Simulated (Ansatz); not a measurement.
Species: NaOH, charge 1, doublet. NaOH+ (parent SMILES [OH][Na], doublet).
B3LYP-D3(BJ)/def2-TZVP minimum from Ansatz (a program for electronic structure):
```
O
H 1 0.9777
Na 1 2.2575 2 180.00
```
Charge +1, spin multiplicity 2.

Total energies in def2-TZVPP, 7 correlated electrons, 6 frozen orbitals. Open shells are spin-unrestricted; no spin-orbit coupling. Cores are frozen in correlated methods. No relativity. The spin of HNaO+ (parent SMILES [OH][Na], doublet) was assumed, and the state is the lowest solution found for it.

```tsv
method	program	energy (Eh)	minus CCSDT(Q) (mEh)
HF	Ansatz	-237.12070	216.64
MP2	Ansatz	-237.31809	19.25
CCSD	Ansatz	-237.33192	5.42
CCSD(T)	Ansatz	-237.33683	0.51
CCSDT(Q)	Ansatz	-237.33734	0.00
```

Rough core times of Ansatz's runs on a shared machine: CCSD(T) under 20 s, CCSDT(Q) 3 min.
